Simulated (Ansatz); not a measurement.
CH6OSiSn can be A, `O[SiH]1[CH2][SnH2]1`, or B, `[SnH3][SiH]1CO1`.

Calculated with Ansatz (gas phase, PBE0-D4/def2-TZVP geometries, no zero-point term in ΔE). CBS: MP2 limit from def2 TZ/QZ plus the TZ coupled-cluster correction, frozen cores. DFT in def2-TZVPP. B3LYP here is the variant with VWN-RPA as its local correlation; programs differ in this. def2 core potentials past Kr. For Sn outer-core shells are correlated without core-valence functions, which leaves a few kJ/mol of doubt a bond. One conformer a species, not always the lowest.

(1) Which isomer does CCSD(T)/CBS put lower? Give the gap. (Estimate.)

(2) Give E(B) − E(A) in kcal/mol with MP2/def2-TZVPP, PBE-D4, B2PLYP, B3LYP-D4, r2SCAN-D4, CCSD/def2-TZVPP, ωB97M-V. (Estimate.)

Largest T1 diagnostic: 0.015.

## Answers

(1) Ansatz gave: A, by 25.2 kcal/mol.

(2) The calculation gave: MP2/def2-TZVPP 26.3, PBE-D4 21.7, B2PLYP 23.2, B3LYP-D4 22.2, r2SCAN-D4 23.3, CCSD/def2-TZVPP 22.9, ωB97M-V 22.6. None reverses the order clearly.

From PBE to PBE0 (25 % exact exchange), in def2-TZVPP and without D4, E(B) − E(A) moves by +1.1 kcal/mol. In def2-TZVPP, CCSD(T) changes the Hartree–Fock value by +2.7 kcal/mol (the triples alone add +0.4 kcal/mol) and MP2 by +5.7 kcal/mol.
